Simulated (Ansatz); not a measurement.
Ideal-gas functions of Cl₂FOSn (`[O][Sn]([F])([Cl])[Cl]`) radical at 400 K and 1 bar, from an Ansatz frequency run at PBE0-D4/def2-TZVP.

Molar mass 224.61 g/mol, point group Cs (symmetry number 1), electronic degeneracy 2, moments of inertia 227.001, 346.549, 400.954 u Å². Harmonic wavenumbers (cm⁻¹, unscaled): 80, 97, 137, 162, 171, 388, 417, 630, 655.

Use S(trans) = R[1.5 ln M + 2.5 ln T − 1.1517]; rotational temperatures θ = 24.2544 K / I; S(rot) = R[ln(√π/σ · √(T³/θAθBθC)) + 1.5]; for each mode x = 1.438777 ν̃/T, S = R[x/(eˣ − 1) − ln(1 − e⁻ˣ)] and H = RT x/(eˣ − 1); 1 cm⁻¹ = 0.0119627 kJ/mol; R = 8.31446 J/(mol·K).

**Question.** By hand: the entropy, in J/(mol·K).

**Answer.** Translation 182.5. Rotation: θ = 0.1068, 0.07, 0.0605 K, giving 124.0. Vibration, mode by mode: 18.70, 17.11, 14.28, 12.92, 12.49, 6.19, 5.68, 3.09, 2.88, in all 93.3. Electronic 5.8. Sum 405.6 J/(mol·K).

**Question.** By hand: H − E and G − E in kJ/mol, counted from the electronic energy.

**Answer.** Zero-point energy ½ × 2737 × 0.0119627 = 16.4; thermal vibration 17.7; translation, rotation and pV give 4 RT = 13.3. H − E = 47.4 kJ/mol, and G − E = 47.4 − 400 × 405.6/1000 = -114.8 kJ/mol.

Vibration gives 23 % of the entropy, 50.1 J/(mol·K) of it from the modes under 150 cm⁻¹: soft modes count most, and the harmonic formula is weakest for them.
